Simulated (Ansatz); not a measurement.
Reading a saddle point

A first-order saddle point of GeNH5S, closed shell, PBE0-D4/def2-TZVP, with one imaginary mode of 578i cm⁻¹:

| atom | x (Å) | y (Å) | z (Å) |
| --- | --- | --- | --- |
| Ge1 | -0.2385 | -0.1031 | 0.9294 |
| S2 | 1.4482 | 0.4656 | -1.0515 |
| N3 | -1.4347 | -0.0780 | -0.3360 |
| H4 | 0.0302 | 0.2595 | -1.2601 |
| H5 | 0.4306 | -1.4412 | 1.2695 |
| H6 | 0.0370 | 0.9621 | 2.0138 |
| H7 | 1.7342 | -0.8281 | -1.2729 |
| H8 | -2.0071 | 0.7634 | -0.2923 |

Program: Ansatz 0.2.0. Basis: def2-TZVPP and def2-QZVPP. Cores are frozen in the correlated methods. Filled d shells of the heavier atoms are correlated. The def2 sets are not built for correlating such inner shells, so the correlated values are less sure here. Extrapolation: Hartree–Fock as exp(−7.88 √X), correlation as X^−2.97.

**Question.** Which contacts change along the imaginary mode, and what lies on either side? (Judge from chemistry; the calculation decides.)

**Answer.** The calculation gives: The step is GeNH₅S ([NH2][GeH2][SH]) → GeNH₃ ([NH][GeH2]) + H₂S, with the molecules in contact on both sides. Shortening one way: S2–H4; lengthening the same way: Ge1–S2, N3–H4.
```json
{"pair": "S2–H4", "one side (Å)": "3.48", "saddle (Å)": "1.45", "other side (Å)": "1.34"}
{"pair": "Ge1–S2", "one side (Å)": "2.22", "saddle (Å)": "2.66", "other side (Å)": "2.99"}
{"pair": "N3–H4", "one side (Å)": "1.01", "saddle (Å)": "1.76", "other side (Å)": "3.14"}
```

**Question.** Which side is lower, and how far does the saddle lie above each? (Judge from chemistry; the value comes from the calculation.)

**Answer.** By the calculation: The side with Ge1–S2, N3–H4 short is lower by 60.22 kcal/mol; the saddle lies 67.50 kcal/mol above it and 7.28 kcal/mol above the other (CCSD(T) at an estimated basis limit (MP2 extrapolated from triple and quadruple zeta, plus CCSD(T) − MP2 in triple zeta); electronic energies).

The T1 diagnostic stays at or below 0.018.

Labels in which every atom is bracketed show which atoms are joined, not bond orders.

For scale, one of the runs: CCSD(T)/def2-TZVPP, 191 basis functions (an equivalent command: `ansatz run in.yaml --threads 4`). Hardware: 4 CPU threads, shared host. Wall time 48 s; peak host memory 2 GiB.
